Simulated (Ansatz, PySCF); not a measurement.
H₃O₄Si, SMILES [O][Si](O)(O)O (connectivity only; charge and spin as stated), charge -1, multiplicity 1.

Geometry optimised at r2SCAN-D4/def2-SVPD. The spin state was assumed, not searched. The isomer is the one that the SMILES or the coordinates give; other isomers of the formula were not compared. Other conformers were not sampled.

Estimates of the vertical detachment energy (IE) of the anion in eV. Rows of orbital energies are one-electron estimates, which approximate functionals can put far too low.

| level | IE |
|---|---|
| −ε(HOMO), −ε(LUMO), HF/def2-SVPD (PySCF) | (withheld) |
| ΔSCF, PBE0/def2-SVPD (Ansatz), final states of multiplicity 2 | 4.30 |

**Question.** What belongs in the gaps? (An estimate is asked for; the answer gives what the named calculation found.)

**Answer.** 
- −ε(HOMO), −ε(LUMO), HF/def2-SVPD (PySCF), IE: 5.96

**Question.** What vertical singlet–triplet gap does ΔSCF give with PBE0/def2-SVPD (Ansatz, a quantum-chemistry and plane-wave program)? (The exact figures need the calculation; the answer reports its results.)

**Answer.** 4.95 eV (triplet above singlet where positive).
